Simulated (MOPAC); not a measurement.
MOPAC input (PM7):

```
PM7 FORCE THERMO(298,298) PRECISE LET UHF MS=0.5 GEO-OK AUX(PRECISION=9) THREADS=1
CH4BO3

C     1.74394823 1   -0.50095410 1   -0.57139529 1
O     0.50178471 1   -0.89388401 1   -0.33008465 1
B    -0.41988151 1    0.08650910 1    0.13323763 1
O    -0.01184580 1    1.41077558 1    0.31890495 1
O    -1.70940180 1   -0.39751960 1    0.36852590 1
H     2.35393853 1   -1.30457620 1   -0.91815388 1
H     2.08884073 1    0.49508065 1   -0.43488905 1
H    -0.62705928 1    2.06430759 1    0.62728870 1
H    -2.37139615 1    0.21394961 1    0.68010749 1
```

Output:

```
 *******************************************************************************
 **                                                                           **
 **                              MOPAC v23.2.5                                **
 **                                                                           **
 *******************************************************************************
 ** MOPAC's Digital Object Identifier: https://doi.org/10.5281/zenodo.6511958 **
 **                                                                           **
 ** Please cite the open-source release paper for use of this MOPAC version:  **
 ** J. E. Moussa and J. J. P. Stewart (2026)                                  **
 ** MOPAC: An open-source semiempirical molecular orbital program             **
 ** J. Open Source Softw., 11(119), 8025, https://doi.org/10.21105/joss.08025 **
 *******************************************************************************

                              PM7 CALCULATION RESULTS

 *******************************************************************************
 *  PM7        - The PM7 Hamiltonian to be used
 *  GEO-OK     - OVERRIDE INTERATOMIC DISTANCE AND OTHER SAFETY CHECKS
 *  UHF        - UNRESTRICTED HARTREE-FOCK CALCULATION
 *  MS=        - IN MECI, MAGNETIC COMPONENT OF SPIN =  0.5
 *  LET        - OVERRIDE SOME SAFETY CHECKS
 *  PRECISE    - TIGHTER CRITERIA TO BE USED
 *  FORCE      - FORCE CALCULATION SPECIFIED
 *  AUX        - OUTPUT AUXILIARY INFORMATION
 *  THERMO     - THERMODYNAMIC QUANTITIES TO BE CALCULATED
 *******************************************************************************
PM7 FORCE THERMO(298,298) PRECISE LET UHF MS=0.5 GEO-OK AUX(PRECISION=9) THREADS=1
 CH4BO3

   ATOM   CHEMICAL          X               Y               Z
  NUMBER   SYMBOL      (ANGSTROMS)     (ANGSTROMS)     (ANGSTROMS)

     1       C          1.74394823  *  -0.50095410  *  -0.57139529  *
     2       O          0.50178471  *  -0.89388401  *  -0.33008465  *
     3       B         -0.41988151  *   0.08650910  *   0.13323763  *
     4       O         -0.01184580  *   1.41077558  *   0.31890495  *
     5       O         -1.70940180  *  -0.39751960  *   0.36852590  *
     6       H          2.35393853  *  -1.30457620  *  -0.91815388  *
     7       H          2.08884073  *   0.49508065  *  -0.43488905  *
     8       H         -0.62705928  *   2.06430759  *   0.62728870  *
     9       H         -2.37139615  *   0.21394961  *   0.68010749  *

          CARTESIAN COORDINATES

    NO.       ATOM           X           Y           Z

     1         C          1.7439     -0.5010     -0.5714
     2         O          0.5018     -0.8939     -0.3301
     3         B         -0.4199      0.0865      0.1332
     4         O         -0.0118      1.4108      0.3189
     5         O         -1.7094     -0.3975      0.3685
     6         H          2.3539     -1.3046     -0.9182
     7         H          2.0888      0.4951     -0.4349
     8         H         -0.6271      2.0643      0.6273
     9         H         -2.3714      0.2139      0.6801

 General Reference for PM7:
 "Optimization of Parameters for Semiempirical Methods VI: More Modifications to the
 NDDO Approximations and Re-optimization of Parameters", J. J. P. Stewart, J. Mol. Mod., 1:32, 19 (2013)
 https://link.springer.com/article/10.1007/s00894-012-1667-x
[...]
 FORCE CONSTANT      3.7481

 VIBRATION         17   11A'         ATOM PAIR     ENERGY CONTRIBUTION    RADIAL
 FREQUENCY          1392.43         C 1 -- H 7         +29.4% ( 69.3%)      4.0%
 TRANSITION DIPOLE   0.4457         C 1 -- H 6         +27.5% ( 67.0%)      3.0%
 TRAVEL (Ang.)       0.1769         C 1 -- O 2         +23.9% ( 62.5%)    100.0%
 REDUCED MASS        1.5469         C 1 -- B 3         +14.8% ( 49.1%)     92.6%
 EFFECTIVE MASS      5.9570
 FORCE CONSTANT      1.7671

 VIBRATION         18   12A'         ATOM PAIR     ENERGY CONTRIBUTION    RADIAL
 FREQUENCY          2716.27         C 1 -- H 7         +63.2% ( 82.6%)     99.4%
 TRANSITION DIPOLE   0.6033         C 1 -- H 6         +34.2% ( 60.7%)     97.3%
 TRAVEL (Ang.)       0.2085         C 1 -- B 3          +1.3% ( 11.7%)     13.3%
 REDUCED MASS        0.5708         C 1 -- O 2          +1.3% ( 11.7%)      6.1%
 EFFECTIVE MASS      1.5872
 FORCE CONSTANT      2.4814

 VIBRATION         19   13A'         ATOM PAIR     ENERGY CONTRIBUTION    RADIAL
 FREQUENCY          2741.84         O 4 -- H 8         +51.9% ( 72.5%)     98.6%
 TRANSITION DIPOLE   1.0103         O 5 -- H 9         +47.4% ( 69.3%)     98.5%
 TRAVEL (Ang.)       0.2280         C 1 -- H 6          +0.3% (  5.4%)     99.3%
 REDUCED MASS        0.4731         B 3 -- O 4          +0.2% (  4.6%)     33.3%
 EFFECTIVE MASS      1.3317
 FORCE CONSTANT      2.0955

 VIBRATION         20   14A'         ATOM PAIR     ENERGY CONTRIBUTION    RADIAL
 FREQUENCY          2749.62         C 1 -- H 6         +64.8% ( 79.3%)     97.6%
 TRANSITION DIPOLE   0.6666         C 1 -- H 7         +33.0% ( 56.6%)     93.3%
 TRAVEL (Ang.)       0.2178         O 5 -- H 9          +1.1% ( 10.2%)     98.5%
 REDUCED MASS        0.5170         C 1 -- B 3          +0.5% (  7.2%)     94.8%
 EFFECTIVE MASS      1.1954
 FORCE CONSTANT      2.3028

 VIBRATION         21   15A'         ATOM PAIR     ENERGY CONTRIBUTION    RADIAL
 FREQUENCY          2772.17         O 5 -- H 9         +51.1% ( 71.1%)     98.2%
 TRANSITION DIPOLE   1.6952         O 4 -- H 8         +47.5% ( 68.6%)     98.4%
 TRAVEL (Ang.)       0.2287         C 1 -- H 6          +0.5% (  7.2%)     98.1%
 REDUCED MASS        0.4649         C 1 -- H 7          +0.3% (  5.3%)     94.6%
 EFFECTIVE MASS      1.3527
 FORCE CONSTANT      2.1050

      SYMMETRY NUMBER FOR POINT-GROUP Cs  =  1

          SYSTEM IS A GROUND STATE

 CH4BO3

          MOLECULE IS NOT LINEAR

          THERE ARE 21 GENUINE VIBRATIONS IN THIS SYSTEM
          THIS THERMODYNAMICS CALCULATION IS LIMITED TO
          MOLECULES WHICH HAVE NO INTERNAL ROTATIONS

                    CALCULATED THERMODYNAMIC PROPERTIES
                                          *
   TEMP. (K)   PARTITION FUNCTION   H.O.F.    ENTHALPY  HEAT CAPACITY ENTROPY
                                   KCAL/MOL   CAL/MOLE    CAL/K/MOL  CAL/K/MOL

 298.00  VIB.     0.1677D+02                  2419.8471    16.6875    13.7235
         ROT.     0.8112D+05                   888.2803     2.9808    25.4434
         INT.     0.1360D+07                  3308.1274    19.6683    39.1670
         TRA.     0.6261D+27                  1480.4672     4.9680    38.8523
         TOT.                     -188.243    4788.5946    24.6363    78.0193

   *: NOTE: HEATS OF FORMATION ARE RELATIVE TO THE
            ELEMENTS IN THEIR STANDARD STATE AT 298K
              (=  Standard Enthalpy of Formation).

            Hvib:  Zero-point energy is not included.
                   frequencies of less than zero cm-1 are not included.
            Hrot = (3/2)RT
            Htra = (3/2)RT + pV = (5/2)RT

            Heat capacity is Cp, not Cv

          For more information, see: HTTP://OpenMOPAC.net/Manual/thermochemistry.html

           FORCE CONSTANT IN CARTESIAN COORDINATES (Millidynes/A)

    ATOM   CHEMICAL       X               Y               Z
   NUMBER   SYMBOL  FORCE CONSTANT  FORCE CONSTANT  FORCE CONSTANT

      1       C        9.461801        6.992974        0.899410
      2       O        8.931434        4.559650        0.282213
      3       B        7.761759        7.503274        1.187172
      4       O        2.354631        6.947825        0.258854
      5       O        6.196990        3.176808        0.236184
      6       H        1.353867        3.593051        0.128195
      7       H        1.963979        3.000677        0.129430
      8       H        0.843665        3.818660        0.070793
      9       H        1.926560        2.763403        0.067006

 **********************
 *                    *
 * JOB ENDED NORMALLY *
 *                    *
 **********************

 == MOPAC DONE ==
```
